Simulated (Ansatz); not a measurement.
(MgTe)2 ring (Mg2Te2), relaxed as a singlet with RKS PBE-D4/def2-SVP in Ansatz, starting from the GFN2-xTB geometry. Force threshold 0.02 eV/Å.

In the def2 sets Te takes a core potential; there is no spin–orbit coupling.

Start:

```xyz
4

Mg    1.155    0.733   -0.468
Te    1.282   -1.145    1.371
Mg   -1.155   -0.733    0.468
Te   -1.282    1.145   -1.371
```

Problem. Estimate the energy that the relaxation releases and the steps that it takes.

Solution. 1.5 kcal/mol, in 4 steps; 4.2 s on 4 threads of Arm Neoverse V2 on a shared host. No frequencies were taken in this run, so the end may be a saddle point.

Problem. Does the start keep its bonding and symmetry?

Solution. By distances, no bond broke or formed. The bond that changes most is Mg3–Te4, from 2.63 to 2.68 Å (atoms count from 1). Point group D2h at the start, D2h at the end, both within 0.05 Å.

Problem. Predict the relaxed structure.

Solution. 
```xyz
4

Mg    1.122    0.712   -0.455
Te    1.334   -1.191    1.426
Mg   -1.122   -0.712    0.455
Te   -1.334    1.191   -1.426
```
Bond lengths (bridged metal pairs left out): 4 × Mg–Te 2.68 Å.
